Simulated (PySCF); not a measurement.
## CsB⁺ at PBE0

Level: PBE0. Cs def2-SVP with ECP46, B def2-SVP; scalar-relativistic core potentials (PySCF 2.14).

```json
{
 "state": "²Σ⁺ (doublet), unpaired electrons σ ↑",
 "bond length": "3.796 Å",
 "harmonic wavenumber": "111 cm⁻¹",
 "force constant": "0.0743 mdyn/Å",
 "rotational constant Be": "0.1151 cm⁻¹",
 "anharmonicity ωexe": "2.02 cm⁻¹",
 "vibration–rotation constant αe": "0.00227 cm⁻¹",
 "well depth De to Cs⁺ + B": "0.25 eV",
 "dissociation energy D0": "0.24 eV",
 "bond order (Mayer)": "0.10",
 "dipole moment (positive dipole points towards B; it is taken about the centre of mass and depends on that origin)": "-0.06 D"
}
```

The bond is weak. Basis-set superposition, not corrected here, can be much of De in a small basis, most of all at correlated wavefunction levels. These are scalar-relativistic numbers at best; spin–orbit coupling would shift them, the dissociation energy most. For an ion De counts to the pair picked by the measured ionisation energies or electron affinities, which need not be the lowest pair at this level. The state is the lowest determinant that a PBE0 search found; another state may lie lower at other levels.
